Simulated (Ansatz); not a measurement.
Ta₂N₂, relaxed as a quintet with UKS r2SCAN-D4/def2-TZVP in Ansatz, starting from the r2SCAN-D4/def2-TZVP geometry of the neutral singlet. Force threshold 0.02 eV/Å.

In the def2 sets Ta takes a core potential; there is no spin–orbit coupling. The relaxation made no stability test and no search for a lower SCF solution. At r2SCAN-D4/def2-TZVP a triplet of charge 0 lies 0.10 eV below the quintet, each at its own geometry. That triplet is doubtful there (⟨S²⟩ 2.51, where a pure state has 2.00). The structure comes from a short search, and lower isomers may exist.

Start:

Cartesian coordinates in Å:
```
Ta 0.298 -0.519 -1.215
Ta -0.297 0.520 1.215
N -0.813 0.822 -0.551
N 0.812 -0.823 0.551
```

| step | energy (eV) | largest force component (eV/Å) | SCF passes |
| --- | --- | --- | --- |
| 1 | -6082.8226 | 2.443 | 40 |
| 2 (rejected) | -6082.5909 | 2.589 | 46 |
| 3 | -6082.9138 | 0.371 | 40 |
| 4 | -6082.9175 | 0.057 | 31 |
| 5 | -6082.9176 | 0.001 | 33 |

Force components are those of the run's own axes.

End:

```csv
atom,x (Å),y (Å),z (Å)
Ta1,0.307,-0.535,-1.252
Ta2,-0.307,0.535,1.252
N3,-0.805,0.816,-0.546
N4,0.805,-0.816,0.546
```

By distances, no bond broke or formed. The bond that changes most is Ta1–N4, from 1.86 to 1.89 Å (atoms count from 1).

No frequencies were taken in this run, so the end may be a saddle point.

It took 21 s on 4 threads of Arm Neoverse V2 on a shared host.
